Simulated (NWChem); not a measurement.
System: TeCl$_{2}$; SMILES Cl[Te]Cl

Here is an NWChem input.

```
start job
memory heap 200 mb stack 900 mb global 1100 mb
geometry units angstroms noautoz
  Te     0.000000     0.000000     0.587564
  Cl    -1.810143     0.000000    -0.926351
  Cl     1.810143     0.000000    -0.926351
end
basis spherical
  Te library def2-svp
  Cl library def2-svp
end
ecp
  Te library def2-ecp
end
dft
  xc b3lyp
  iterations 150
  mulliken
end
task dft energy
```

The geometry was optimised at PBE0/def2-SVP. def2 effective core potentials on Te; no spin-orbit coupling.

Problem. Give the results of this calculation. (B3LYP/def2-SVP with def2 effective core potentials on Te.) Quantities: energy (Ha); highest occupied level (eV); orbital gap (eV); dipole (D).

Solution. 
- energy (Ha): -1188.26
- highest occupied level (eV): -6.27
- orbital gap (eV): 3.39
- dipole (D): 2.14
